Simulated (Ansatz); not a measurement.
Basis-set extrapolation for C₃H₇BSi, SMILES `[SiH3]CC1=CB1` (PBE0-D4/def2-TZVP geometry, frozen core, Ansatz). Multiplicity 1, RHF reference.

```csv
,def2-TZVPP,def2-QZVPP
HF,-431.305221,-431.320488
MP2 correlation,-0.698117,-0.743599
CCSD(T) correlation,-0.780349,not run
```

Energies in hartree. Use E(X) = E(∞) + A·exp(−7.88·√X) for Hartree–Fock and E(X) = E(∞) + B·X^(−2.97) for correlation, with X = 3 and 4, and add CCSD(T) minus MP2 of the smaller set to the MP2 limit.

**Question.** What is the CCSD(T) energy at the basis-set limit?

**Answer.** HF limit: -431.320488 + (-0.015267) × 0.13774 = -431.32259. MP2 limit: -0.743599 + (-0.045482) × 0.74074 = -0.77729. Higher-order term: -0.780349 − (-0.698117) = -0.08223. Total: -432.18211 hartree, 253.5 kJ/mol below CCSD(T)/def2-TZVPP.
